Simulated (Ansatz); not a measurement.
Steps of a relaxation of CH₈SSi₂ (`C[SiH2][SiH2]S`) with RKS PBE-D4/def2-SVP.

```sh
$ ansatz run in.yaml --threads 4 --pin off --events-out ev --progress --plain --max-ram 10444MiB
```

```yaml
crystal:
  periodic: [false, false, false]
  atoms:
    - {symbol: C, position_ang: [-0.830900, 1.581700, -0.177600]}
    - {symbol: Si, position_ang: [-0.271700, 0.302800, 0.946500]}
    - {symbol: Si, position_ang: [1.206800, -1.039100, -0.182800]}
    - {symbol: S, position_ang: [0.374600, -2.005200, -1.840200]}
    - {symbol: H, position_ang: [-0.057000, 2.246100, -0.570900]}
    - {symbol: H, position_ang: [-1.592600, 2.297100, 0.320100]}
    - {symbol: H, position_ang: [-1.361300, 1.204800, -1.056900]}
    - {symbol: H, position_ang: [-1.375800, -0.494300, 1.426100]}
    - {symbol: H, position_ang: [0.382000, 0.942900, 2.178600]}
    - {symbol: H, position_ang: [2.379400, -0.231500, -0.657600]}
    - {symbol: H, position_ang: [1.751900, -2.098900, 0.755200]}
    - {symbol: H, position_ang: [-0.528400, -2.761700, -1.106400]}
basis:
  gaussian: {orbitals: def2-SVP}
hamiltonian: {xc: pbe, dispersion: d4}
relax: {f_tol: 0.03, max_steps: 200}
```

Positions (Å) and forces (eV/Å) along the path, 8 of 8 steps:

```xyz
12
step=1 energy=-27734.9349 eV
C    -0.831    1.582   -0.178   -2.045    2.591   -0.397
Si   -0.272    0.303    0.947    1.309   -0.080    1.296
Si    1.207   -1.039   -0.183    1.029   -0.205    1.307
S     0.375   -2.005   -1.840   -0.941   -0.791   -0.997
H    -0.057    2.246   -0.571    0.589    0.181   -0.055
H    -1.593    2.297    0.320    0.820   -0.816   -0.397
H    -1.361    1.205   -1.057   -0.190   -0.429   -0.396
H    -1.376   -0.494    1.426   -0.960   -0.716    0.390
H     0.382    0.943    2.179   -0.073   -0.225   -0.293
H     2.379   -0.232   -0.658    0.010    0.030   -0.195
H     1.752   -2.099    0.755    0.065    0.100   -0.010
H    -0.528   -2.762   -1.106    0.387    0.360   -0.254
12
step=2 energy=-27735.2043 eV
C    -0.895    1.652   -0.187   -0.757    1.123   -0.502
Si   -0.277    0.321    0.924    0.681   -0.441    0.724
Si    1.266   -1.123   -0.103    0.238    0.234   -0.096
S     0.373   -2.005   -1.870   -0.229   -0.274    0.149
H    -0.095    2.315   -0.563    0.197   -0.011    0.023
H    -1.637    2.325    0.327    0.316   -0.370   -0.087
H    -1.411    1.249   -1.079   -0.007   -0.170   -0.059
H    -1.401   -0.517    1.419   -0.312   -0.202    0.134
H     0.421    0.909    2.138   -0.103   -0.014   -0.067
H     2.402   -0.321   -0.690    0.008   -0.014    0.062
H     1.864   -2.149    0.838   -0.103    0.045   -0.063
H    -0.534   -2.712   -1.120    0.071    0.093   -0.218
12
step=3 energy=-27735.2574 eV
C    -0.888    1.637   -0.206   -0.147    0.245   -0.296
Si   -0.262    0.325    0.987    0.150   -0.244    0.061
Si    1.284   -1.084   -0.112   -0.152   -0.034    0.002
S     0.350   -2.001   -1.868    0.007    0.010    0.073
H    -0.067    2.293   -0.568    0.000   -0.077    0.057
H    -1.642    2.286    0.281   -0.028    0.008    0.027
H    -1.364    1.175   -1.099    0.094   -0.024    0.137
H    -1.408   -0.524    1.489    0.035    0.010   -0.026
H     0.411    0.932    2.195   -0.032    0.038   -0.023
H     2.426   -0.286   -0.693   -0.076   -0.052   -0.008
H     1.860   -2.115    0.827    0.013   -0.018   -0.038
H    -0.623   -2.694   -1.198    0.136    0.137    0.035
12
step=4 energy=-27735.2689 eV
C    -0.888    1.636   -0.211   -0.019    0.018   -0.124
Si   -0.257    0.319    0.992   -0.012   -0.058   -0.027
Si    1.276   -1.087   -0.114    0.007   -0.005   -0.056
S     0.351   -1.991   -1.873   -0.074   -0.002    0.149
H    -0.063    2.298   -0.550   -0.019   -0.046    0.034
H    -1.664    2.269    0.264   -0.028    0.017    0.017
H    -1.330    1.155   -1.110    0.051    0.009    0.079
H    -1.401   -0.535    1.490    0.041    0.022   -0.025
H     0.401    0.943    2.199   -0.002    0.009   -0.006
H     2.413   -0.296   -0.707   -0.006    0.004    0.030
H     1.856   -2.130    0.808    0.011   -0.016   -0.009
H    -0.617   -2.635   -1.153    0.050    0.048   -0.062
12
step=5 energy=-27735.2717 eV
C    -0.890    1.634   -0.215    0.022   -0.046   -0.027
Si   -0.253    0.316    0.989   -0.037    0.011   -0.009
Si    1.281   -1.088   -0.111    0.026   -0.011   -0.026
S     0.340   -1.982   -1.861   -0.050    0.002    0.046
H    -0.065    2.302   -0.538   -0.015   -0.012    0.010
H    -1.680    2.255    0.252   -0.003   -0.002    0.002
H    -1.310    1.145   -1.118    0.014    0.012    0.020
H    -1.393   -0.542    1.484    0.019    0.008   -0.009
H     0.402    0.946    2.193   -0.006    0.006    0.008
H     2.416   -0.293   -0.699    0.008    0.003    0.004
H     1.865   -2.139    0.800    0.002    0.002    0.006
H    -0.637   -2.608   -1.141    0.019    0.026   -0.026
12
step=6 energy=-27735.2743 eV
C    -0.886    1.619   -0.222    0.006   -0.012   -0.008
Si   -0.245    0.313    0.992    0.000   -0.001    0.005
Si    1.294   -1.087   -0.110   -0.013    0.013    0.016
S     0.316   -1.958   -1.852    0.006    0.016    0.008
H    -0.070    2.303   -0.527    0.002   -0.001    0.003
H    -1.697    2.223    0.233   -0.002   -0.002   -0.001
H    -1.278    1.124   -1.133    0.001   -0.005    0.000
H    -1.380   -0.554    1.481    0.007   -0.004   -0.008
H     0.390    0.956    2.201    0.000   -0.001   -0.004
H     2.429   -0.294   -0.699    0.003   -0.008   -0.006
H     1.875   -2.146    0.793    0.004    0.002   -0.008
H    -0.670   -2.554   -1.123   -0.013    0.003    0.002
12
step=7 energy=-27735.2758 eV
C    -0.881    1.594   -0.233   -0.017    0.003    0.017
Si   -0.235    0.311    1.002    0.012    0.012   -0.005
Si    1.308   -1.080   -0.102   -0.019   -0.007    0.019
S     0.284   -1.916   -1.835    0.011   -0.001   -0.010
H    -0.074    2.302   -0.513   -0.018   -0.005   -0.004
H    -1.724    2.174    0.196    0.031   -0.018   -0.026
H    -1.228    1.083   -1.155    0.007    0.014    0.024
H    -1.361   -0.575    1.480    0.002   -0.003    0.001
H     0.377    0.970    2.215   -0.007   -0.007   -0.011
H     2.445   -0.298   -0.703    0.001    0.001   -0.005
H     1.891   -2.156    0.781   -0.001    0.006   -0.005
H    -0.725   -2.464   -1.100   -0.003    0.004    0.003
12
step=8 energy=-27735.2760 eV
C    -0.881    1.593   -0.233   -0.004    0.000    0.013
Si   -0.235    0.311    1.003    0.005    0.003   -0.001
Si    1.307   -1.081   -0.101   -0.005   -0.002    0.005
S     0.286   -1.917   -1.836    0.006    0.000   -0.001
H    -0.075    2.300   -0.516   -0.005   -0.001   -0.003
H    -1.722    2.174    0.195    0.007   -0.004   -0.009
H    -1.230    1.081   -1.152    0.001    0.002    0.003
H    -1.359   -0.576    1.481   -0.003   -0.001    0.002
H     0.377    0.970    2.215   -0.002   -0.004   -0.006
H     2.444   -0.298   -0.702    0.002   -0.001   -0.002
H     1.891   -2.155    0.783   -0.001    0.003   -0.002
H    -0.727   -2.460   -1.103   -0.002    0.002    0.001
```

It took 11 s on 4 threads of an Arm Neoverse V1 on a shared host, with 0.15 GiB of host memory at the peak.
